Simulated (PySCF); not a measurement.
Dipole moment and polarisability of `C=CC[C@@H]1CCN1`

Compound: C6H11N.
Structure used (GFN2-xTB), in Å, numbered top down from 1:
```
atom  x, y, z in Å
C1    -2.2608    0.8774    0.0521
C2    -1.5008   -0.1682    0.3245
C3    -0.7431   -0.9368   -0.7096
C4     0.7547   -0.5864   -0.7323
C5     1.4936   -0.7249    0.6086
C6     1.5015    0.8072    0.6562
N7     1.0842    0.8416   -0.7477
H8    -2.7815    1.4240    0.8204
H9    -2.4061    1.2262   -0.9585
H10   -1.3799   -0.4969    1.3486
H11   -1.1548   -0.7206   -1.6982
H12   -0.8349   -2.0092   -0.5211
H13    1.2192   -1.1108   -1.5757
H14    2.4844   -1.1597    0.5080
H15    0.9535   -1.2302    1.4046
H16    2.4705    1.2850    0.8137
H17    0.7759    1.2235    1.3630
H18    0.3158    1.4651   -0.9683
```

Level: CAM-B3LYP/def2-SVPD (PySCF), static field, nuclei fixed, core orbitals frozen in the response. The polarisability tensor in these axes (au):

```
x   82.42 -7.04  2.24
y   -7.04 76.68  1.17
z    2.24  1.17 69.81
```

Task: Give the principal values, the mean and the anisotropy Δα = √{½[(α1 − α2)² + (α2 − α3)² + (α1 − α3)²]}.

Result: Principal values 68.36, 73.31 and 87.23 au; mean 76.30 au = 11.31 Å³ = 12.58 × 10⁻⁴⁰ C²·m²/J; Δα = 16.95 au (22 % of the mean).

Task: What is the dipole moment, and where does it point?

Result: (-0.88, -0.57, 0.77) D, 1.29 D in size, pointing from the negative to the positive side. Measured along this direction, the outermost atoms are H16 at the negative end and H10 at the positive end.

Task: Molar refractivity from α?

Result: Lorentz–Lorenz: R = (4π/3)N_A α = 2.5225 cm³/(mol·Å³) × 11.31 Å³ = 28.5 cm³/mol, in the limit of long wavelengths.

Task: Form Σ f/ω² (atomic units) for the 8 lowest TDDFT singlets, given as eV and f, and set it beside the mean polarisability, which is this sum over all singlets: 6.00, 0.0316; 6.38, 0.0083; 6.74, 0.0088; 7.06, 0.0066; 7.19, 0.0270; 7.36, 0.2177; 7.48, 0.0892; 7.80, 0.0086.

Result: They add up to 5.69 au, 7.5 % of the 76.30 au; the largest single term is 2.97 au, from the state at 7.36 eV. Terms in order: 0.65, 0.15, 0.14, 0.10, 0.39, 2.97, 1.18, 0.11 au. Higher excitations give the rest. The strengths listed sum to 0.398.

Task: Directions of the eigenvectors, and the extent of the frame along each?

Result: Largest value along (0.83, -0.55, 0.07), where the nuclei span 5.78 Å; middle along (0.44, 0.73, 0.52), 4.55 Å; least along (-0.34, -0.41, 0.85), 3.34 Å. The response follows the extents in order.

Task: Refractivity n − 1 of an ideal gas of it at 298.15 K and 1 atm, from the electronic α?

Result: N = p/kT = 2.4615 × 10¹⁹ cm⁻³, so n − 1 = 2π × N × 11.31 × 10⁻²⁴ cm³ = 1749 × 10⁻⁶ at long wavelengths.

Task: What are the principal values of the traceless quadrupole moment, Θ = ½Σq(3rr − r²1), about the centre of nuclear charge?

Result: -6.94, 2.35, 4.59 D·Å. The values depend on the origin, since the dipole doesn't vanish. The electronic extent ⟨r²⟩ about the same centre is 783 bohr², a root-mean-square distance of 2.01 Å for the 54 electrons.

Geometry: GFN2-xTB, one conformer, isolated molecule.
